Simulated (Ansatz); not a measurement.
Species: CClF$_{3}$, SMILES `FC(F)(F)Cl` (charge 0, multiplicity 1).

### Question
Give a relaxed geometry from PBE0-D3(BJ)/def2-TZVP run with Ansatz (a quantum-chemistry and plane-wave program).

### Answer
the end point of this relaxation (outside a Z-matrix the atoms follow the SMILES, hydrogens last).
Z-matrix (Å, degrees):
```
C
F 1 1.3218
F 1 1.3218 2 108.70
F 1 1.3218 2 108.70 3 118.17
Cl 1 1.7555 2 110.23 3 -120.92
```
